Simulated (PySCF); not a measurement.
C₅H₅F, SMILES C#CCC(=C)F.

Geometry: PBE0-D3(BJ)/def2-SVP. The structure was generated by enumeration, and PubChem lists no compound with its InChIKey, so it may never have been made. The values are those of a single conformer.

Two levels are set side by side: TDDFT-PBE/def2-SVPD (PySCF) and TDDFT-ωB97X/def2-SVPD (PySCF). Vertical, same geometry. The lowest singlet is HOMO−1→LUMO 93 % with PBE and HOMO−1→LUMO+4 26 %, HOMO−1→LUMO 25 %, HOMO−1→LUMO+2 16 %, HOMO−2→LUMO+3 6 % with the other functional; states are paired by order. Differences are taken from unrounded values.

```json
[
 {"quantity": "lowest singlet excitation (eV)", "TDDFT-ωB97X": "6.53"},
 {"quantity": "lowest triplet excitation (TDA) (eV)", "TDDFT-ωB97X": "4.51"}
]
```

Task: What does TDDFT-PBE give, and how far is it from TDDFT-ωB97X? (Estimate from the structure and the level; the computed values follow.)

Result: 
```tsv
quantity	TDDFT-PBE	TDDFT-PBE minus TDDFT-ωB97X
lowest singlet excitation (eV)	5.75	-0.79
lowest triplet excitation (TDA) (eV)	4.48	-0.03
```

A lower first singlet is the usual sign of a functional without exact exchange. Differences between two approximate levels are no errors against the true value.

Rough cost on one machine, each run with all the roots and properties that it gave: TDDFT-ωB97X against TDDFT-PBE about 9 times.
